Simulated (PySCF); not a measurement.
Computed shifts of a molecule C3H9BO2, PySCF with PBE/pcSseg-1, GIAO, gas phase, equivalent atoms averaged, in ppm (number of nuclei): ¹³C: 75.5 (1), 67.2 (1), 6.2 (1). ¹H: 5.54 (1), 3.60 (3), 3.54 (2), 0.48 (3). References: ¹³C against TMS (σ = 182.0 ppm); ¹⁷O against H2O (σ = 334.3 ppm); ¹¹B against BF3 (σ = 83.9 ppm); ¹H against TMS (σ = 31.49 ppm), references at their B3LYP-D3(BJ)/def2-TZVP geometries, non-relativistic. Geometry optimised at r2SCAN-D4/def2-SVP. One conformer was computed; it need not be the lowest.

**Question.** Identify the compound among the candidates.
(A) CB(O)CCO
(B) COCB(C)O
(C) CB(O)[C@@H](C)O
(D) CC(C)B(O)O

**Answer.** B, COCB(C)O
